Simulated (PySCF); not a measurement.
CH5BrO2Si.

```xyz
10

C      2.1986    -0.0299    -0.5480
Si     0.3776     0.2478    -0.7249
O     -0.3250    -0.6320    -1.9433
O      0.1467     1.8584    -1.0032
Br    -0.6613    -0.3891     1.1844
H      2.6076     0.6069     0.2508
H      2.7084     0.2208    -1.4920
H      2.4102    -1.0810    -0.3015
H     -0.8832    -1.3736    -1.6825
H     -0.7493     2.1430    -1.2211
```

The structure is a stationary point at B3LYP-D3(BJ)/def2-SVP. The structure was generated by enumeration, and PubChem lists no compound with its InChIKey, so it may never have been made. The values are those of a single conformer.

All values below come from B3LYP/pcSseg-1 (PySCF). Non-relativistic, no solvent.

Task: Give the absolute GIAO shielding of each atom: isotropic value and principal components (ppm). (The exact figures need the calculation; the answer reports its results.)

Result: 
```csv
atom,σ(iso),σ11,σ22,σ33,span
C1,176.0,167.7,171.1,189.3,21.6
Si2,339.6,314.2,327.8,376.8,62.6
O3,241.9,198.7,231.7,295.3,96.6
O4,245.9,212.0,242.3,283.2,71.2
Br5,2477.4,2195.9,2296.8,2939.6,743.7
H6,30.7,26.6,28.9,36.7,10.1
H7,30.8,26.3,27.8,38.3,12.0
H8,31.1,26.9,29.6,36.8,9.9
H9,29.3,21.5,26.5,39.9,18.5
H10,29.0,21.9,23.8,41.3,19.4
```
